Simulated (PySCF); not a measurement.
Question: What does the PBE0-D3(BJ)/def2-SVP structure of InChI=1S/CH8OSSi2/c1-3-5-2-4/h5H2,1,4H3 look like in three dimensions?

Answer: 
```xyz
13
CH8OSSi2 angstrom
C     -2.0899   -0.6144    0.3897
S     -1.1197   -1.0839   -1.0819
Si     0.0302    0.6888   -1.3696
O      1.1478    0.8911   -0.1589
Si     2.0610   -0.0993    0.8203
H     -1.4401   -0.4147    1.2526
H     -2.7213    0.2620    0.1862
H     -2.7372   -1.4692    0.6260
H      0.7004    0.4959   -2.6855
H     -0.8426    1.8946   -1.3588
H      1.1872   -0.7821    1.8212
H      2.7808   -1.1298    0.0144
H      3.0481    0.7583    1.5326
```

Orientation and origin are arbitrary. Atoms count from 1 in this order. O4 (siloxane oxygen) is bent (angle 136.5°). Si3 (oxygen-bound silicon) is distorted tetrahedral (angles from 104.7° to 112.0°). Si5 (oxygen-bound silicon) is tetrahedral (angles from 107.6° to 110.9°).

Bonds between heavy atoms (Å): C1–S2 1.824, S2–Si3 2.132, Si3–O4 1.660, O4–Si5 1.665.

Level of theory: PBE0-D3(BJ)/def2-SVP geometry optimisation, gas phase in PySCF 2.14.0.

Point group: C1 (no symmetry element, even within 0.4 Å). No frequency check. The numbers are those of one conformer (C1–S2–Si3–O4 69°, S2–Si3–O4–Si5 32°).

On one thread, Arm Neoverse V2 (aarch64), shared host with 96 logical CPUs at a one-minute load of 70, this took 3.8 min of wall time and 0.52 GiB of memory at its peak. These figures are those of the optimisation.
